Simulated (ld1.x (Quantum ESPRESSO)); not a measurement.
How hard is this Br (Z = 35) TM potential?

bromine (Br), norm-conserving Troullier–Martins (Kleinman–Bylander form), made with ld1.x (Quantum ESPRESSO) 7.5 (PBE, scalar-relativistic). Core [Ar] 3d10, reference 4s1.5 4p5.5. Waves: 4s (bound): rc 1.25 bohr; 4p (bound): rc 1.65 bohr; 4d channel at 0.05 Ry: rc 1.70 bohr. Local part: the d channel. Core correction: a·sin(br)/r model core inside 1.15 bohr.

The pseudo-atom Hamiltonian at the reference potential is diagonalised in spherical Bessel functions j_l(qr) that vanish at 20 bohr, with q² up to the cutoff. All-electron valence levels (Ry): 4s -1.5093, 4p -0.6000.

Question: How do the lowest levels (Ry) of each channel move with the cutoff, and are there ghosts?

Answer:

```json
{"cutoff (Ry)": "8", "s #1": "-1.2848", "p #1": "-0.5606", "d #1": "0.0709", "d #2": "0.1530", "f #1": "0.1180", "f #2": "0.2505", "Σ f·Δε (mRy)": "559.0"}
{"cutoff (Ry)": "18", "s #1": "-1.4900", "p #1": "-0.5893", "d #1": "0.0709", "d #2": "0.1525", "f #1": "0.1180", "f #2": "0.2505", "Σ f·Δε (mRy)": "93.5"}
{"cutoff (Ry)": "35", "s #1": "-1.4991", "p #1": "-0.6005", "d #1": "0.0708", "d #2": "0.1520", "f #1": "0.1180", "f #2": "0.2505", "Σ f·Δε (mRy)": "18.2"}
{"cutoff (Ry)": "50", "s #1": "-1.5074", "p #1": "-0.6006", "d #1": "0.0708", "d #2": "0.1518", "f #1": "0.1180", "f #2": "0.2505", "Σ f·Δε (mRy)": "5.2"}
{"cutoff (Ry)": "80", "s #1": "-1.5088", "p #1": "-0.6008", "d #1": "0.0708", "d #2": "0.1518", "f #1": "0.1180", "f #2": "0.2505", "Σ f·Δε (mRy)": "2.2"}
{"cutoff (Ry)": "120", "s #1": "-1.5100", "p #1": "-0.6008", "d #1": "0.0708", "d #2": "0.1517", "f #1": "0.1180", "f #2": "0.2505", "Σ f·Δε (mRy)": "0.3"}
{"cutoff (Ry)": "400", "s #1": "-1.5102", "p #1": "-0.6008", "d #1": "0.0708", "d #2": "0.1517", "f #1": "0.1180", "f #2": "0.2505", "Σ f·Δε (mRy)": "0.0"}
```

Result: no extra level below or beside the all-electron valence levels (s, p, d, f tested); 10 mRy is reached at 45 Ry and 1 mRy at 100 Ry.
